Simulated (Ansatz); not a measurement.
Consider the ligand exchange at a P–N bond: `CNP` + `C[SiH2]O` → `C[SiH2]OP` + CH₃NH₂.

Computed with Ansatz on PBE0-D4/def2-TZVP structures; ΔE is electronic, products minus reactants. CCSD(T)/CBS adds triple-zeta CCSD(T) − MP2 to the extrapolated MP2 energy (def2 sets, frozen cores). This one scheme is used for every species. Functionals use def2-TZVPP. B3LYP here is the variant with VWN-RPA as its local correlation; programs differ in this. One conformer a species, not always the lowest.

`CNP`:

Cartesian coordinates in Å:
```
C 0.563 -0.530 0.974
N -0.496 -0.036 0.118
P -0.175 0.121 -1.543
H 1.075 -1.351 0.469
H 0.140 -0.922 1.903
H 1.318 0.225 1.234
H -1.054 0.683 0.552
H -1.509 0.299 -1.996
H 0.138 1.510 -1.712
```

`C[SiH2]O`:

```xyz
9

C    -0.441   -0.650    0.872
Si    0.469    0.560   -0.214
O     0.469    0.112   -1.804
H    -0.377   -0.340    1.919
H    -0.011   -1.651    0.787
H    -1.500   -0.708    0.606
H     1.902    0.627    0.164
H    -0.146    1.910   -0.055
H    -0.365    0.140   -2.275
```

`C[SiH2]OP`:

Cartesian coordinates in Å:
```
C -1.475 -0.647 -0.602
Si -0.199 -0.631 0.749
O 0.751 0.724 0.659
P 1.895 1.045 -0.476
H -1.001 -0.674 -1.586
H -2.114 0.238 -0.550
H -2.111 -1.532 -0.511
H 0.662 -1.841 0.654
H -0.833 -0.576 2.089
H 1.500 2.372 -0.813
H 2.925 1.522 0.386
```

CH₃NH₂:

```xyz
7

C    -0.517    0.235    0.003
N     0.883   -0.105   -0.186
H    -1.099   -0.480    0.604
H    -1.003    0.324   -0.971
H    -0.590    1.212    0.486
H     0.973   -1.004   -0.643
H     1.355   -0.183    0.706
```

```csv
level,ΔE (kJ/mol)
B3LYP-D4,-14.6
ωB97X-V,-12.0
MP2/def2-TZVPP,-9.2
CCSD/CBS(def2),-13.2
```

(1) What does CCSD(T)/CBS give? (An estimate is asked.)

Largest T1 diagnostic among the species: 0.012.

Results:

(1) Ansatz gave: -12.4 kJ/mol. The listed levels differ from it by -2.2, 0.4, 3.2, -0.8 kJ/mol.

In def2-TZVPP, CCSD(T) changes the Hartree–Fock value by +6.5 kJ/mol (the triples alone add +0.8 kJ/mol) and MP2 by +9.4 kJ/mol.
